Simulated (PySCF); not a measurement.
A single-point calculation

WOF3 (doublet). PySCF 2.14.0, UKS CAM-B3LYP, W def2-SVP with ECP60, O def2-SVP, F def2-SVP; non-relativistic Hamiltonian with scalar-relativistic core potentials where named; density fitting; no spin-orbit coupling. Purpose: level CAM-B3LYP.

```python
mol = gto.M(atom='''
W     -0.04624     0.09472    -0.05111
O      1.05239     1.17007     0.67828
F     -1.25259    -1.15750     0.67366
F      1.08815    -1.16887    -0.79593
F     -1.35187     1.25240    -0.67973''',
    basis={'W': 'def2-SVP', 'O': 'def2-SVP', 'F': 'def2-SVP'},
    ecp={'W': 'def2-SVP'},
    charge=0, spin=1)
mf = dft.UKS(mol, xc='CAMB3LYP')
mf.grids.atom_grid = (75, 302)
mf = mf.density_fit()  # fitting sets: W def2-universal-JKFIT, O def2-universal-JKFIT, F def2-universal-JKFIT
mf.conv_tol = 1e-08; mf.max_cycle = 55
mf.kernel(dm0)  # dm0: converged density of the relaxed state
mf.nuc_grad_method().kernel()
```

Run from Python with OMP_NUM_THREADS=2; the lines above give its settings. Where DIIS fails, smearing, a level shift and second-order steps follow.
It took 6.2 s on 2 threads of Arm Neoverse V1 (shared host), from an already converged density.

Q: Where do the frontier levels lie, over both spins?

A: HOMO -8.70 eV, LUMO -2.40 eV. 

Q: What are the Mulliken charges and spins?

A: 
| atom | charge (e) | spin (e) |
| --- | --- | --- |
| W1 | 1.272 | 0.909 |
| O2 | -0.314 | 0.027 |
| F3 | -0.335 | 0.029 |
| F4 | -0.312 | 0.017 |
| F5 | -0.312 | 0.017 |

Q: What forces act on the atoms (eV/Å)?

A: 
```
W    0.33  0.33  0.43
O   -0.51 -0.51 -0.32
F    0.17  0.18 -0.07
F   -0.12  0.13 -0.02
F    0.13 -0.13 -0.02
```
Forces carry noise of the integration grid, about 0.01 to 0.03 eV/Å.

The geometry was relaxed with r2SCAN (W def2-SVP with ECP60, O def2-SVP, F def2-SVP).

Open shells may have lower solutions than the one found.
